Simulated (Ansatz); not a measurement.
`F[SiH](F)F` + `BN` → `BN[SiH](F)F` + H–F at 400 K and 1 bar (ligand exchange at the Si–F bond).

Calculated with Ansatz (gas phase, PBE0-D4/def2-TZVP geometries, no zero-point term in ΔE). CCSD(T)/CBS is the MP2 limit (def2-TZVPP, def2-QZVPP) plus CCSD(T) − MP2 in def2-TZVPP, frozen cores. This one scheme is used for every species. Each species was taken in one conformer, which may not be the lowest.

```json
{"species": "`F[SiH](F)F`", "CCSD(T)/CBS energy (Eh)": "-589.26725", "H − E (kJ/mol)": "67.9", "S (J/(mol·K))": "298.2"}
{"species": "`BN`", "CCSD(T)/CBS energy (Eh)": "-81.93499", "H − E (kJ/mol)": "142.5", "S (J/(mol·K))": "243.5"}
{"species": "`BN[SiH](F)F`", "CCSD(T)/CBS energy (Eh)": "-570.77155", "H − E (kJ/mol)": "171.5", "S (J/(mol·K))": "366.8"}
{"species": "H–F", "CCSD(T)/CBS energy (Eh)": "-100.39570", "H − E (kJ/mol)": "36.5", "S (J/(mol·K))": "182.2"}
```

H − E and S are ideal-gas, rigid-rotor, harmonic terms from PBE0-D4/def2-TZVP, for one conformer and one mirror image of each species. 1 Eh = 2625.50 kJ/mol, R = 8.31446 J/(mol·K).

Problem. By hand: ΔE, ΔH, ΔS and ΔG.

Solution. ΔE = (-570.77155) + (-100.39570) − (-589.26725) − (-81.93499) = 0.03499 Eh = 91.9 kJ/mol. Δ(H − E) = 171.5 + 36.5 − 67.9 − 142.5 = -2.4, so ΔH = 89.5 kJ/mol. ΔS = 366.8 + 182.2 − 298.2 − 243.5 = 7.3 J/(mol·K). ΔG = 89.5 − 400 × (7.3)/1000 = 86.6 kJ/mol.

Problem. By hand: the equilibrium constant, and the temperature at which ΔG would vanish if ΔH and ΔS stayed fixed.

Solution. log₁₀ K = −ΔG/(RT ln 10) = -11.3. ΔG = 0 at ΔH/ΔS = 12260 K, far beyond where these terms or the molecules hold.

The number of gas molecules stays the same, so ΔS is small and ΔH decides. A doubt of 5 kJ/mol in ΔE shifts log₁₀ K by 0.7 here. Other conformers and mirror images would add mixing entropy, several J/(mol·K) or more a flexible species. Modes under 60 cm⁻¹, often nearly free rotors, make the harmonic entropy too high. These are equilibria of isolated gas molecules and say nothing of rates. Largest T1 diagnostic: 0.012 (customary marks: 0.02 for closed shells, 0.045 for open ones).
